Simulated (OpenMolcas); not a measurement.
# Ni5+, Pd5+, Pt5+: d5 down the group

```
Program             : OpenMolcas
Method              : SS-CASPT2, IPEA 0.25 Eh, imaginary shift 0.1 Eh
Basis               : ANO-R2
Scalar Hamiltonian  : X2C, finite nucleus
Spin-orbit coupling : state interaction with AMFI integrals over the reference wave functions, term energies averaged over their components
```

Active space for each ion: 5 electrons in 10 orbitals (d d); closed shells correlated by CASPT2: Ni5+ 3s 3p; Pd5+ 4s 4p; Pt5+ 5s 5p.

Computed levels in cm-1 above 6S 5/2:

```csv
Level,Ni5+,Pd5+,Pt5+
4G 7/2,43820,29330,25770
4G 11/2,43880,29590,27600
4G 9/2,43890,29700,28800
4P 1/2,48630,33380,30600
4D 7/2,52390,35000,34680
4D 1/2,52580,36590,39920
2I 11/2,64000,42820,40840
2I 13/2,64220,43950,45240
2F 7/2(1),70650,50560,58190
weight of 6S in the lowest level (%),100,98,82
```

Mixed levels, with the weight of the term that names them: Pd5+ 4P 1/2 (68 %), Pd5+ 4D 1/2 (69 %), Pd5+ 2F 7/2(1) (59 %), Pt5+ 4G 7/2 (60 %), Pt5+ 4P 1/2 (59 %), Pt5+ 4D 7/2 (61 %), Pt5+ 4D 1/2 (66 %), Pt5+ 2I 11/2 (71 %), Pt5+ 2F 7/2(1) (62 %).

Measured, with the error of the calculation in %. Measured levels: Ni5+ from Corliss and Sugar, J. Phys. Chem. Ref. Data 10, 197 (1981).

| Level | Ni5+ |
| --- | --- |
| 4G 11/2 | 41921 (+4.7) |
| 4P 1/2 | 46325 (+5.0) |
| 4D 7/2 | 50331 (+4.1) |
| 2I 11/2 | 61196 (+4.6) |
| 2I 13/2 | 61280 (+4.8) |
| 2F 7/2(1) | 67085 (+5.3) |

Without spin-orbit coupling 4G lies 43850, 29490, 26940 cm-1 above 6S in that order; the difference to the level 4G 7/2, of either sign, comes from spin-orbit coupling, which also lowers the zero.

CASPT2 does not keep the components of a term degenerate, so their means are used; among the terms shown or strongly mixed into the levels shown the widest spread is 190 cm-1 (3d5 2I, Ni5+). Active for correlation alone: 4d; no level in the range computed is led by a configuration that fills it, so any true level of that kind is missing (holds for Ni5+). Active for correlation alone: 5d; no level in the range computed is led by a configuration that fills it, so any true level of that kind is missing (holds for Pd5+). Active for correlation alone: 6d; no level in the range computed is led by a configuration that fills it, so any true level of that kind is missing (holds for Pt5+). Computed and measured levels are paired by configuration, term and J; levels that our copy of the source lacks, or whose pairing is in doubt (as where it misses far off the trend of its configuration), stay unpaired and out of the deviations. Only configurations of the active space appear.

A number in round brackets counts repeated terms of one configuration in the order of the reference energies.
